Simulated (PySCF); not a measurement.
A calculated (UHF, PySCF 2.14, x2c-TZVPPall with one added diffuse shell each of s, p, d, f type, the spin-free X2C one-electron Hamiltonian (Gaussian nucleus)) atom or ion has these occupied shells.

```tsv
shell	electrons	orbital energy (eV)	rms radius, mean of both spins (bohr)
1s α	1	-5013.7	0.0804
1s β	1	-5013.7	0.0804
2s α	1	-584.80	0.350
2s β	1	-583.73	0.350
2p α	3	-480.59	0.320
2p β	3	-479.56	0.320
3s α	1	-76.658	1.09
3s β	1	-72.188	1.09
3p α	3	-47.450	1.20
3p β	3	-41.968	1.20
3d α	3	-7.381	2.02
4s α	1	-5.662	4.26
```

Name the element and its charge.

Ti (titanium, neutral), in [Ar] 3d3 4s1, high-spin 5F determinant (an excited configuration).
